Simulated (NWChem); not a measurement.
System: SiNH₃, singlet; SMILES N[SiH]

Input file for NWChem:

```
start job
memory heap 200 mb stack 900 mb global 1100 mb
geometry units angstroms
  Si     0.116148    -0.687165     0.000000
  H     -1.409970    -0.886398     0.000000
  N      0.016964     1.028371     0.000000
  H     -0.830296     1.587874     0.000000
  H      0.849250     1.609980     0.000000
end
basis spherical
  * library def2-tzvp
end
dft
  xc b3lyp
  iterations 150
end
driver
  maxiter 120
end
task dft optimize
task dft freq
```

Low-valent species are run as closed-shell singlets; no triplet was tried in these runs.

The level has its own optimisation; frequencies are unscaled.

Q: Give the results of this calculation. (B3LYP/def2-TZVP.) Quantities: r H–Si (Å); r N–Si (Å); r H–N (Å); highest harmonic frequency (cm⁻¹); lowest (cm⁻¹); zero-point energy (kcal/mol); dipole (D).

A: 
```json
{
 "r H–Si (Å)": "1.530",
 "r N–Si (Å)": "1.714",
 "r H–N (Å)": "1.009",
 "highest harmonic frequency (cm⁻¹)": "3635",
 "lowest (cm⁻¹)": "590",
 "zero-point energy (kcal/mol)": "20.9",
 "dipole (D)": "2.02"
}
```
